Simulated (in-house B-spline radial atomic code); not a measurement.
Sb. Computed with a B-spline radial atomic code. Model: non-relativistic spherical atom: semilocal Troullier-Martins pseudo-atom, one channel per l, against all electrons, high spin, G0W0 and RPA with empty states to l = 8, local potential for every l without a channel, a model core (radius 0 = none) keeps its share of the functional.

Without relativity these are model numbers for so heavy an element.

What the tables leave out is listed at the end.

The pseudopotential gives back the lowest level of each angular momentum of its own functional in the configuration it was made in; a second state of the same l is only approximately right. Exact exchange, RPA and GW see the smooth pseudo-orbitals and miss the exchange with the core, for which the functional's share stands in. The column with an uncorrelated core keeps all orbitals and exact exchange, and so separates missing core correlation from pseudisation. Only the three outermost levels and the lowest empty one were computed. RPA here is direct RPA, with no exchange kernel, and its energies carry an (l + 1/2)⁻⁴ tail. A hybrid on a potential with a model core restores only its own semilocal share of the core's exchange.

Command:
```bash
python run_psgw.py task.json out
```
Settings (lengths in bohr, energies in hartree):
```
Z                      51
electrons              51
configuration          [Kr] 4d10 5s2 5p3
generated_in           [Kr] 4d10 5s2 5p3
functional             lda,vwn
core_shells            8
radius_factor          1
core_correction        False
```

Run time, properties included: 52 s on 1 thread of Arm Neoverse N1, with other jobs on the host.

Given: made with LDA VWN5; model core radius 0 bohr; local radius 1.068 bohr; mean-field start LDA VWN5.

Valence shells of the generating configuration: 4d, 5s, 5p.

Channel: s 1.975, p 2.347, d 0.842 (radii in bohr).

Computed: largest level miss in the spin-unpolarised generating configuration 0 eV; valence RPA correlation energy all-electron orbitals -0.84878 hartree; all-electron RPA polarisability, core included 39.266 bohr³; pseudo-atom RPA polarisability 39.166 bohr³.

```tsv
level	occupied	mean-field all-electron (eV)	mean-field pseudo minus all (eV)	G0W0 all-electron (eV)	G0W0 uncorrelated core minus all (eV)	G0W0 pseudo minus all (eV)	exchange self-energy all-electron (eV)	exchange self-energy pseudo (eV)
5p up	1	-5.5854	-0.008	-8.9198	0.007	-0.318	-14.739	-14.046
5s down	1	-11.051	0.043	-14.09	0.035	-0.396	-14.8	-13.003
5p down (empty)	0	-4.0131	0.026	-1.3814	0.017	-0.279	-4.1861	-3.4744
```

What is the valence RPA correlation energy pseudo?

-1.1869 hartree.

Given: mean-field start PBE0.

Computed: valence RPA correlation energy all-electron orbitals -0.7989 hartree; valence RPA correlation energy pseudo -1.1404 hartree; all-electron RPA polarisability, core included 33.669 bohr³.

```tsv
level	occupied	mean-field all-electron (eV)	mean-field pseudo minus all (eV)	G0W0 all-electron (eV)	G0W0 uncorrelated core minus all (eV)	G0W0 pseudo minus all (eV)	exchange self-energy all-electron (eV)	exchange self-energy pseudo (eV)
5p up	1	-6.5875	-0.108	-9.1906	0.008	-0.286	-14.681	-14.333
5s down	1	-11.48	0.031	-14.215	0.041	-0.31	-14.529	-12.983
5p down (empty)	0	-2.7105	-0.016	-1.1007	0.018	-0.117	-3.8437	-3.3527
```

What is the pseudo-atom RPA polarisability?

32.243 bohr³.

Given: mean-field start Hartree-Fock.

Computed: valence RPA correlation energy pseudo -1.0228 hartree; all-electron RPA polarisability, core included 25.374 bohr³; pseudo-atom RPA polarisability 21.976 bohr³.

| level | occupied | mean-field all-electron (eV) | mean-field pseudo minus all (eV) | G0W0 all-electron (eV) | G0W0 uncorrelated core minus all (eV) | G0W0 pseudo minus all (eV) | exchange self-energy all-electron (eV) | exchange self-energy pseudo (eV) |
| --- | --- | --- | --- | --- | --- | --- | --- | --- |
| 5p up | 1 | -9.1356 | -0.58 | -9.5807 | 0.011 | -0.174 | -14.482 | -15.026 |
| 5s down | 1 | -12.759 | 0.093 | -14.374 | 0.047 | -0.002 | -13.941 | -12.819 |
| 5s up | 1 | -18.899 | -0.592 | -17.399 | 0.031 | -0.408 | -19.864 | -19.673 |

What is the valence RPA correlation energy all-electron orbitals?

-0.68729 hartree.

Among the listed levels the largest G0W0 shift of the pseudo-atom is -0.41 eV, for 5s up on the Hartree-Fock start, while leaving the core uncorrelated moves that level by +0.03 eV. So pseudisation and the lost core exchange, not the missing core correlation, make the error. Not in the tables (levels of low weight, unsolved or above zero; the highest and the empty levels are kept at any weight): on LDA the G0W0 levels 5s up (pseudo minus all -0.05 eV, weights 0.06 and 0.06); on PBE0 the G0W0 levels 5s up (pseudo minus all +2.13 eV, weights 0.24 and 0.08).
